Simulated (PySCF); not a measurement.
C3H2O, SMILES c1c(c1)=O.

The structure is a stationary point at B3LYP-D3(BJ)/def2-SVP.

These are PySCF with PBE/def2-TZVPD values and carry that method's errors.

Symmetry labels are those of the subgroup C2v that the program uses (full group C2v).

Q: List the valence orbital energies around the gap with their symmetry. (The exact figures need the calculation; the answer reports its results.)

A: 
```tsv
orbital	symmetry	energy (eV)
HOMO−7	B2	-14.90
HOMO−6	A1	-14.48
HOMO−5	A1	-11.44
HOMO−4	B1	-10.80
HOMO−3	B2	-10.32
HOMO−2	A1	-9.49
HOMO−1	B1	-7.58
HOMO	B2	-5.63
LUMO	A2	-2.36
LUMO+1	B1	-0.41
LUMO+2	A1	-0.22
LUMO+3	B2	0.37
```
